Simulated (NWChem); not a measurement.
Species: Ge₂H₃F₃; SMILES [F][Ge]([F])([F])[GeH3]

Program: NWChem. Each level has its own optimisation; frequencies are unscaled.

For level B3LYP/3-21G:

```
Property       Result
-------------  ------
r F–Ge (Å)      1.701
r Ge–Ge (Å)     2.395
lowest (cm⁻¹)      77
dipole (D)       3.77
```

Q: What are these values for level BLYP/def2-SVP?

A: The r F–Ge (Å) is 1.753 and the r Ge–Ge (Å) comes out as 2.459. The lowest (cm⁻¹) is 58 and the dipole (D) comes out as 3.90.
